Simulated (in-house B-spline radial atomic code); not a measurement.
## B97-1 excitations of Xe⁶⁺

Method: B97-1. Computed with a B-spline radial code for spherical atoms: linear response of the closed shell [Kr] 4d10 5s2 with the functional's adiabatic kernel; scalar-relativistic (spin-free one-electron X2C), finite nucleus, no spin-orbit coupling, no double excitations, S, P, D and F terms only; shells from n = 3 respond. Only terms of natural parity with L up to 3 were computed.

Command:
```bash
python run_td.py task.json out
```
Settings (radii: box in bohr, nucleus in fm):
```
Z                        54
electrons                48
configuration            [Kr] 4d10 5s2
hamiltonian              x2c
method                   b97_1
box_radius               14.35
rms_radius               4.7859
intervals                70
```

Time taken, with all properties: 3.7 s on 1 thread of Arm Neoverse N1, with other jobs on the host.

The lowest states, in the order of their Tamm-Dancoff energies; the method's threshold (minus the highest occupied level) is 87.09 eV. Labels give the largest channel, * marks a mixed state, and oscillator strengths are full-response dipole values. Semilocal kernels can invert the small singlet-triplet splittings of Rydberg terms. Energies in eV:

```
     state  full response  Tamm-Dancoff  oscillator strength
5s → 5p 3P         13.936        14.019                    -
5s → 5p 1P         17.751        18.353                 1.58
5s → 4f 3F          32.88         32.93                    -
5s → 4f 1F          33.72         33.73                    -
5s → 5d 3D          35.94         35.96                    -
5s → 5d 1D          36.65         36.68                    -
5s → 6s 3S          43.85         43.86                    -
5s → 6s 1S          44.60         44.64                    -
5s → 6p 3P          49.51         49.53                    -
5s → 6p 1P          50.02         50.06                0.108
5s → 5f 1F              ?             ?                    -
5s → 5f 3F          56.42         56.43                    -
5s → 6d 3D          58.08         58.08                    -
5s → 6d 1D              ?             ?                    -
5s → 7s 3S          61.59         61.60                    -
5s → 7s 1S          61.80         61.81                    -
4d → 5p 3P          63.50         63.53                    -
4d → 5p 3F          63.79         63.82                    -
4d → 5p 1F          64.31         64.32                    -
```

Problem. Where does 5s → 5f 1F lie?

Solution. At 56.41 eV in full response, 56.42 eV in Tamm-Dancoff.

Problem. Where does 5s → 6d 1D lie?

Solution. At 58.73 eV in full response, 58.74 eV in Tamm-Dancoff.

Problem. How large is the singlet-triplet splitting of 5s → 5p (P terms) in Tamm-Dancoff?

Solution. 4.33 eV, from the unrounded values.

Problem. What polarisabilities and dispersion coefficient does the method give?

Solution. Dipole 4.712 bohr³, quadrupole 7.476 bohr⁵, C6 15.51 hartree·bohr⁶ for two such species.
